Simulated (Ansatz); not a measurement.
**Worked example: a bond strength in GaSiH3F2 (SMILES [F][Ga]([F])[SiH3])**

GaSiH3F2 has 7 atoms, charge 0, and is taken as a singlet. SMILES: `[F][Ga]([F])[SiH3]`. Geometry: optimised at B3LYP/def2-SVP.

```xyz
7

F     0.3434   -1.7279    2.0531
Ga    0.7535   -0.8791    0.5692
F     2.3171   -1.4175   -0.0267
Si   -0.6395    0.7657   -0.4894
H     0.1891    1.6022   -1.3995
H    -1.2749    1.6090    0.5602
H    -1.6886    0.0477   -1.2670
```

Wanted: the dissociation energy of the Si4–Ga2 bond into doublet SiH3 and doublet GaF2 (shapes relaxed at B3LYP/def2-SVP, no zero-point term). 1 Eh = 2625.50 kJ/mol = 27.2114 eV. Totals in Eh; open shells run unrestricted unless said.

| level | program | GaSiH3F2 | doublet SiH3 | doublet GaF2 |
| --- | --- | --- | --- | --- |
| PBE/def2-SVP | Ansatz | -2414.788127 | -290.973013 | -2123.702261 |
| B3LYP/def2-SVP | Ansatz | -2415.495201 | -291.158552 | -2124.225772 |
| wB97M-V/def2-SVP | Ansatz | -2415.239804 | -291.092724 | -2124.026382 |

**Question.** Work out the dissociation energy at each level.

**Answer.** 
1. PBE/def2-SVP: (-290.973013) + (-2123.702261) − (-2414.788127) = 0.112853 Eh = 296.3 kJ/mol = 3.07 eV.
2. B3LYP/def2-SVP: (-291.158552) + (-2124.225772) − (-2415.495201) = 0.110877 Eh = 291.1 kJ/mol = 3.02 eV.
3. wB97M-V/def2-SVP: (-291.092724) + (-2124.026382) − (-2415.239804) = 0.120698 Eh = 316.9 kJ/mol = 3.28 eV.

The levels span 291 to 317 kJ/mol; no measured value is set beside them. A bond enthalpy at 298 K also holds the loss of zero-point energy and thermal terms.
